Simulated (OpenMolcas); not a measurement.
Ti2+ (d2) in a complex was computed by CASSCF with the d shell active (OpenMolcas, ANO-RCC-VTZP on the metal). Its lowest spin-free states, and all those of the highest spin:

| 2S+1 | Degeneracy | E (cm-1) |
| --- | --- | --- |
| 3 | 3 | 0.0 |
| 3 | 3 | 5061 |
| 3 | 1 | 11026 |
| 1 | 3 | 11506 |
| 1 | 2 | 12035 |
| 3 | 3 | 16814 |
| 1 | 3 | 19127 |
| 1 | 1 | 20799 |
| 1 | 3 | 21098 |
| 1 | 2 | 24666 |
| 1 | 1 | 44664 |

Question: Is the site octahedral, tetrahedral or cube-like, axial, or of lower symmetry?

Answer: The states with 2S+1 = 3 have orbital degeneracies 3, 3, 1, 3. Threefold states need a cubic site. For d2 at this spin an octahedron puts the threefold T1 below the threefold T2 and a tetrahedron or cube puts the single A2 below the threefold T2, so the site is octahedral. The run had Ti2+ with 6 ligands (chloride) in octahedral coordination (Oh) at 2.62 Å. A charge of +0.667 e stands 2.6 Å behind each ligand. Ligand basis ANO-RCC-VDZP.

An orbital triplet at a regular site is open to Jahn-Teller coupling, which can distort the site and quench the lowest spin-orbit gaps and is left out. Without dynamic correlation the repulsion within the d shell is too large (B by tens of per cent), so at a given field states of lower spin stand too high. Ligand-to-metal charge-transfer states are missing. With no ligand orbital active B as a rule stays too high, so bands that hang on it stand too high and its fall with covalency is understated. With metal d orbitals alone and no dynamic correlation the field as a rule comes out too small, by tens of per cent, by up to half for chloride and softer ligands. No measured value stands beside these numbers; the geometry is a model, was not optimised and need not be the one that this ion takes.
